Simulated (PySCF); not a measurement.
C2H7BrSi. Atoms are numbered in the order given.

```xyz
11

Si     0.9189     0.4311     0.0000
C      1.6834    -0.2849     1.5619
C      1.6834    -0.2849    -1.5619
Br    -1.2902    -0.0557     0.0000
H      1.0208     1.9315     0.0000
H      2.7657    -0.0411     1.6034
H      1.1977     0.1296     2.4673
H      1.5720    -1.3876     1.5816
H      1.1977     0.1296    -2.4673
H      2.7657    -0.0411    -1.6034
H      1.5720    -1.3876    -1.5816
```

Geometry: PBE-D3(BJ)/def2-SVP.

All values below come from PySCF with PBE-D3(BJ)/def2-SVP.

Frequencies are harmonic and unscaled.

```json
[
 {"mode": "1", "ν (cm⁻¹)": "156", "IR (km/mol)": "0.0", "moving atoms (share of kinetic energy)": "H 94 %"},
 {"mode": "2", "ν (cm⁻¹)": "163", "IR (km/mol)": "1.5", "moving atoms (share of kinetic energy)": "C 40 %, H 31 %, Si 18 %, Br 11 %"},
 {"mode": "3", "ν (cm⁻¹)": "163", "IR (km/mol)": "0.1", "moving atoms (share of kinetic energy)": "H 80 %, C 12 %"},
 {"mode": "4", "ν (cm⁻¹)": "176", "IR (km/mol)": "0.0", "moving atoms (share of kinetic energy)": "H 51 %, C 36 %, Br 11 %"},
 {"mode": "5", "ν (cm⁻¹)": "223", "IR (km/mol)": "1.7", "moving atoms (share of kinetic energy)": "Si 35 %, H 34 %, C 28 %"},
 {"mode": "6", "ν (cm⁻¹)": "389", "IR (km/mol)": "35.3", "moving atoms (share of kinetic energy)": "Si 58 %, Br 26 %, H 10 %"},
 {"mode": "7", "ν (cm⁻¹)": "601", "IR (km/mol)": "6.4", "moving atoms (share of kinetic energy)": "H 94 %"},
 {"mode": "8", "ν (cm⁻¹)": "640", "IR (km/mol)": "6.2", "moving atoms (share of kinetic energy)": "C 47 %, H 39 %, Si 14 %"},
 {"mode": "9", "ν (cm⁻¹)": "679", "IR (km/mol)": "1.5", "moving atoms (share of kinetic energy)": "H 60 %, C 31 %, Si 9 %"},
 {"mode": "10", "ν (cm⁻¹)": "685", "IR (km/mol)": "29.4", "moving atoms (share of kinetic energy)": "H 75 %, C 15 %, Si 10 %"},
 {"mode": "11", "ν (cm⁻¹)": "755", "IR (km/mol)": "35.5", "moving atoms (share of kinetic energy)": "H 42 %, C 30 %, Si 27 %"},
 {"mode": "12", "ν (cm⁻¹)": "832", "IR (km/mol)": "78.3", "moving atoms (share of kinetic energy)": "H 66 %, C 23 %, Si 11 %"},
 {"mode": "13", "ν (cm⁻¹)": "858", "IR (km/mol)": "177.7", "moving atoms (share of kinetic energy)": "H 74 %, C 16 %, Si 10 %"},
 {"mode": "14", "ν (cm⁻¹)": "877", "IR (km/mol)": "106.3", "moving atoms (share of kinetic energy)": "H 80 %, C 11 %, Si 9 %"},
 {"mode": "15", "ν (cm⁻¹)": "1213", "IR (km/mol)": "31.6", "moving atoms (share of kinetic energy)": "H 77 %, C 22 %"},
 {"mode": "16", "ν (cm⁻¹)": "1218", "IR (km/mol)": "11.9", "moving atoms (share of kinetic energy)": "H 79 %, C 21 %"},
 {"mode": "17", "ν (cm⁻¹)": "1371", "IR (km/mol)": "2.0", "moving atoms (share of kinetic energy)": "H 96 %"},
 {"mode": "18", "ν (cm⁻¹)": "1376", "IR (km/mol)": "0.4", "moving atoms (share of kinetic energy)": "H 96 %"},
 {"mode": "19", "ν (cm⁻¹)": "1379", "IR (km/mol)": "5.4", "moving atoms (share of kinetic energy)": "H 96 %"},
 {"mode": "20", "ν (cm⁻¹)": "1389", "IR (km/mol)": "6.4", "moving atoms (share of kinetic energy)": "H 96 %"},
 {"mode": "21", "ν (cm⁻¹)": "2163", "IR (km/mol)": "116.1", "moving atoms (share of kinetic energy)": "H 97 %"},
 {"mode": "22", "ν (cm⁻¹)": "2975", "IR (km/mol)": "0.7", "moving atoms (share of kinetic energy)": "H 97 %"},
 {"mode": "23", "ν (cm⁻¹)": "2975", "IR (km/mol)": "2.6", "moving atoms (share of kinetic energy)": "H 97 %"},
 {"mode": "24", "ν (cm⁻¹)": "3074", "IR (km/mol)": "0.0", "moving atoms (share of kinetic energy)": "H 91 %, C 9 %"},
 {"mode": "25", "ν (cm⁻¹)": "3075", "IR (km/mol)": "4.5", "moving atoms (share of kinetic energy)": "H 91 %, C 9 %"},
 {"mode": "26", "ν (cm⁻¹)": "3089", "IR (km/mol)": "1.5", "moving atoms (share of kinetic energy)": "H 91 %, C 9 %"},
 {"mode": "27", "ν (cm⁻¹)": "3089", "IR (km/mol)": "0.6", "moving atoms (share of kinetic energy)": "H 91 %, C 9 %"}
]
```
